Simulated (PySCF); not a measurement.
Lowest singlet excitation (eV) of eight silicon and germanium compounds: TDA-PBE beside TDA-ωB97X, computed with PySCF for isolated molecules in the bases named; differences from unrounded values. The eight are the first of their class met in an unordered collection, after screening for sound electronic states; none was chosen by its value. Each molecule has one DFT geometry for both levels.

```
molecule                                             basis  TDA-ωB97X
-----------------------------------------------  ---------  ---------
CH₈FNSi₂, SMILES C[SiH2][Si@@H](N)F              def2-SVPD       7.05
C₄H₉NSi, SMILES C#C[Si@@H](NC)C                  def2-SVPD       6.06
B(SiH3)3 (BH9Si3), SMILES [SiH3]B([SiH3])[SiH3]  def2-SVPD       3.51
C3H12Si3, SMILES C=CC([SiH3])([SiH3])[SiH3]      def2-SVPD       6.85
C3H12Si3, SMILES [SiH3]C[C@H]1C[SiH2][SiH2]1     def2-SVPD       6.65
C4H12Si2, SMILES CC[C@@H]1C[SiH2][SiH2]1         def2-SVPD       6.71
BH6NO2Si, SMILES OB(O)N[SiH3]                    def2-SVPD       6.86
CH8O3Si2, SMILES O[C@H]([SiH3])[SiH](O)O         def2-SVPD       7.13
```

Question: Estimate the TDA-PBE values and say how TDA-PBE differs from TDA-ωB97X over the set. (An estimate is asked for; the answer gives what the named calculation found.)

Answer: 
```
molecule                                         TDA-PBE  difference
-----------------------------------------------  -------  ----------
CH₈FNSi₂, SMILES C[SiH2][Si@@H](N)F                 5.96       -1.09
C₄H₉NSi, SMILES C#C[Si@@H](NC)C                     4.48       -1.58
B(SiH3)3 (BH9Si3), SMILES [SiH3]B([SiH3])[SiH3]     3.10       -0.41
C3H12Si3, SMILES C=CC([SiH3])([SiH3])[SiH3]         5.57       -1.28
C3H12Si3, SMILES [SiH3]C[C@H]1C[SiH2][SiH2]1        5.58       -1.07
C4H12Si2, SMILES CC[C@@H]1C[SiH2][SiH2]1            5.81       -0.91
BH6NO2Si, SMILES OB(O)N[SiH3]                       5.41       -1.45
CH8O3Si2, SMILES O[C@H]([SiH3])[SiH](O)O            5.24       -1.89
```
TDA-PBE lies below TDA-ωB97X in 8 and above it in 0 of the eight; the mean signed difference is -1.21 and the largest -1.89 eV.
